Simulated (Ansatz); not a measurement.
BTe, multiplicity 2 (lowest of 2S+1 = 2, 4 at CCSD(T)/def2-TZVPP on PBE0 minima; our sources give no spin for the ground state, which may be another), most abundant isotopes (11.0093 and 129.9062 u). Constants from fifth-degree fits in 1/R to seven points on the lowest solution found; no spin–orbit coupling, no relativity up to Kr; ω_e x_e and α_e move by some per cent with the fit.

Correlated levels freeze the inner cores; with def2 sets outer-core shells near the valence are correlated too. CBS: X⁻³ extrapolation of the correlation energy, Hartree–Fock from the larger set.

Run with Ansatz (a quantum-chemistry and plane-wave program). Values without a source in brackets are computed. In def2 rows elements past Kr take small-core potentials, without spin–orbit coupling.

```
level                                r_e (Å)  ω_e (cm⁻¹)  ω_e x_e (cm⁻¹)  α_e (cm⁻¹)
-----------------------------------  -------  ----------  --------------  ----------
PBE/def2-TZVPP                        1.9649       794.8            4.00     0.00284
CCSD(T)/CBS(def2-TZVPP, def2-QZVPP)   1.9494       817.8            5.19     0.00303
```

**Question.** Derive the rotational constants, the centrifugal constant, the fundamental, the zero-point energy and the force constant.

**Answer.** 
μ = 10.14918 u.
- PBE/def2-TZVPP: B_e = 16.8576/(μ r_e²) = 0.43023 cm⁻¹; B₀ = B_e − α_e/2 = 0.42881 cm⁻¹; D = 4B_e³/ω_e² = 5.04e-07 cm⁻¹; fundamental ω_e − 2ω_e x_e = 787 cm⁻¹; zero-point energy ω_e/2 − ω_e x_e/4 = 396 cm⁻¹; k = μ(2πcω_e)² = 378 N/m
- CCSD(T)/CBS(def2-TZVPP, def2-QZVPP): B_e = 16.8576/(μ r_e²) = 0.43709 cm⁻¹; B₀ = B_e − α_e/2 = 0.43557 cm⁻¹; D = 4B_e³/ω_e² = 4.99e-07 cm⁻¹; fundamental ω_e − 2ω_e x_e = 807 cm⁻¹; zero-point energy ω_e/2 − ω_e x_e/4 = 408 cm⁻¹; k = μ(2πcω_e)² = 400 N/m

Doubts at one or more of the structures used: a spin-contaminated determinant (CCSD(T)/CBS(def2-TZVPP, def2-QZVPP)).
